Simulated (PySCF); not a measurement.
## ScBr: from constants to spectrum

PBE0 constants of ScBr, ³Δ (triplet), unpaired electrons σ ↑, δ ↑ (Sc def2-TZVPP, Br def2-TZVPP; no relativity (PySCF 2.14); masses 44.9559 and 78.9183 u):

```
ωe                      : 305.1 cm⁻¹
ωexe                    : 0.859 cm⁻¹
Be                      : 0.096512 cm⁻¹
αe                      : 0.000393 cm⁻¹
De to Sc (3d1 4s2) + Br : 4.29 eV
```

Problem. What force constant and bond length do these constants imply?

Solution. Reduced mass μred = 28.641 u; k = 5.8918×10⁻⁷·μred·ωe² (u, cm⁻¹, mdyn/Å) = 1.57 mdyn/Å; Re = √(16.8576/(μred·Be)) (u, cm⁻¹, Å) = 2.470 Å.

Problem. Estimate the centrifugal constant D from the Kratzer relation and find the Dunham coefficient a1.

Solution. D = 4Be³/ωe² = 3.86e-08 cm⁻¹; a1 = −1 − αeωe/(6Be²) = -3.15.

The metal atom is held in its measured ground configuration; semilocal functionals can put another filling of s and d lower by some tenths of an eV, and De to that atom would be smaller. Spin–orbit coupling is left out. With d or f electrons several states lie close, and the lowest PBE0 determinant need not be the measured ground state.
